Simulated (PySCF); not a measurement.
**Static response to an electric field**

Compound: C6H5F3.
Structure used (GFN2-xTB), in Å, numbered top down from 1:
```xyz
14
C6H5F3 angstrom
F      2.2559    1.6227    0.3220
C      1.1656    0.9173    0.0030
C     -0.0438    1.3865   -0.3011
F     -0.4068    2.6657   -0.4003
C     -1.0274    0.2971   -0.4867
C     -1.2547   -0.5432    0.7459
C     -0.2413   -0.9727   -0.2639
C      1.2043   -0.5898    0.0058
F      2.0184   -1.0721   -1.0000
H     -1.8041    0.4157   -1.2250
H     -2.1737   -1.1061    0.8011
H     -0.9117   -0.1612    1.6955
H     -0.3945   -1.8605   -0.8567
H      1.6129   -0.9998    0.9382
```

Level: wB97X-D/def2-SVPD (PySCF), static field, nuclei fixed, core orbitals frozen in the response. The polarisability tensor in these axes (au):

```
x   73.95 -1.37 -0.04
y   -1.37 66.39 -1.52
z   -0.04 -1.52 54.76
```

Problem. Diagonalise the tensor; give its mean and Δα, where Δα² is half the sum of the squared differences of the eigenvalues.

Solution. Principal values 54.57, 66.34 and 74.20 au; mean 65.04 au = 9.64 Å³ = 10.72 × 10⁻⁴⁰ C²·m²/J; Δα = 17.11 au (26 % of the mean).

Problem. What is the dipole moment, and where does it point?

Solution. (-2.75, -1.87, 1.07) D, 3.49 D in size, pointing from the negative to the positive side. Measured along this direction, the outermost atoms are F1 at the negative end and H11 at the positive end.

Problem. Form Σ f/ω² (atomic units) for the 8 lowest TDDFT singlets, given as eV and f, and set it beside the mean polarisability, which is this sum over all singlets: 6.57, 0.1210; 6.89, 0.0375; 7.80, 0.0350; 7.82, 0.0293; 8.02, 0.0123; 8.35, 0.0311; 8.42, 0.0282; 8.86, 0.0065.

Solution. They add up to 4.27 au, 6.6 % of the 65.04 au; the largest single term is 2.07 au, from the state at 6.57 eV. Terms in order: 2.07, 0.58, 0.43, 0.35, 0.14, 0.33, 0.29, 0.06 au. Higher excitations give the rest. The strengths listed sum to 0.301.

Problem. Find the Langevin capture rate constant for O2+ (31.990 u) meeting this molecule (134.034 u), k = 2.342 × 10⁻⁹ cm³/s × √(α in Å³ / reduced mass in u).

Solution. The reduced mass is 25.83 u, so k = 1.43 × 10⁻⁹ cm³/s. The formula leaves out the permanent dipole, which adds to the capture rate.

Problem. Rayleigh depolarisation ratio (linearly polarised light, static tensor)?

Solution. ρ = 3Δα²/(45ᾱ² + 4Δα²) = 878.6/(190331 + 1171.4) = 0.00459.

Problem. Refractivity n − 1 of an ideal gas of it at 273.15 K and 1 atm, from the electronic α?

Solution. N = p/kT = 2.6868 × 10¹⁹ cm⁻³, so n − 1 = 2π × N × 9.64 × 10⁻²⁴ cm³ = 1627 × 10⁻⁶ at long wavelengths, for an ideal gas.

Isolated species at its GFN2-xTB geometry, gas phase.

These values come from a run that also computed excited states. On one thread, Arm Neoverse V1 (aarch64) (shared host), this took 1.9 min (grids of density and orbitals included) and 0.95 GiB of memory at its peak.
